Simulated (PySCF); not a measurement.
**From computed data to an observable: entropy of an ideal gas**

Ge(F)(OMe) (CH3FGeO), SMILES [Ge]([O]C)[F] (connectivity only; charge and spin as stated), neutral, multiplicity 1.

The structure is a stationary point at PBE0-D3(BJ)/def2-SVP. Other conformers were not sampled.

PBE0-D3(BJ)/def2-SVP (PySCF) gives the harmonic wavenumbers 107, 175, 194, 336, 618, 663, 1140, 1172, 1191, 1456, 1471, 1479, 3035, 3126, 3143 cm⁻¹ and the rotational temperatures 0.4175, 0.1841, 0.1300 K. The molar mass is 122.66 g/mol, the symmetry number 1, the spin multiplicity 1.

Task: Work out the entropy at 298.15 K and 1 atm in the rigid-rotor, harmonic-oscillator model.

Result: 
Translation (Sackur–Tetrode at 1 atm): S = R[1.5 ln M + 2.5 ln T − 1.16487] = 168.7 J/(mol K).
Rotation: q = (√π/σ) T^1.5/√(θA θB θC) = 91300, S = R[ln q + 3/2] = 107.4 J/(mol K).
Vibration: with u = 1.4388 ν/T, each mode gives R[u/(e^u − 1) − ln(1 − e^−u)]:
```csv
ν (cm⁻¹),modes,u,S (J/(mol K))
107,1,0.52,13.90
175,1,0.84,9.96
194,1,0.94,9.16
336,1,1.62,5.15
618,1,2.98,1.76
663,1,3.20,1.48
1140,1,5.50,0.22
1172,1,5.66,0.19
1191,1,5.75,0.18
1456,1,7.03,0.06
1471,1,7.10,0.06
1479,1,7.14,0.05
```
The stiffer modes add less than 0.005 each. Sum 42.2 J/(mol K).
Spin: R ln 1 = 0.0 J/(mol K).
Total 318.3 J/(mol K); the program's own thermochemistry gives 318.3. Translation makes up 53 % and vibration 13 %. Anharmonicity, hindered rotation and orbital degeneracy are left out.
